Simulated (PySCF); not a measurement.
Constitutional and geometric isomers with formula H5NSi2. Gas-phase values, no solvent. Strings in code marks are SMILES.

The S1–T1 gap (TDA) from two functionals at the same geometries (CAM-B3LYP-D3(BJ)/def2-TZVP), both in PySCF: PBE-D3(BJ)/def2-TZVP and TPSSh-D3(BJ)/def2-TZVP. Excitations are Tamm–Dancoff values on a coarser integration grid. The basis has no diffuse functions, so Rydberg states are missing or too high.

```json
[
 {"species": "`N[SiH]=[SiH2]`", "TPSSh-D3(BJ)/def2-TZVP (eV)": "2.46"},
 {"species": "`[H]/N=[SiH]\\[SiH3]`", "TPSSh-D3(BJ)/def2-TZVP (eV)": "0.64"},
 {"species": "`[SiH2]=N[SiH3]`", "TPSSh-D3(BJ)/def2-TZVP (eV)": "0.32"}
]
```

Question: What does PBE-D3(BJ)/def2-TZVP give for each?

Answer: 
- `N[SiH]=[SiH2]`: 2.12
- `[H]/N=[SiH]\[SiH3]`: 0.60
- `[SiH2]=N[SiH3]`: 0.30
Over these rows, drawn at random from the members with no instability flagged (it was tested for open shells, ions and some series alone), PBE minus TPSSh-D3(BJ): mean -0.13 eV, from -0.34 eV to -0.02 eV.
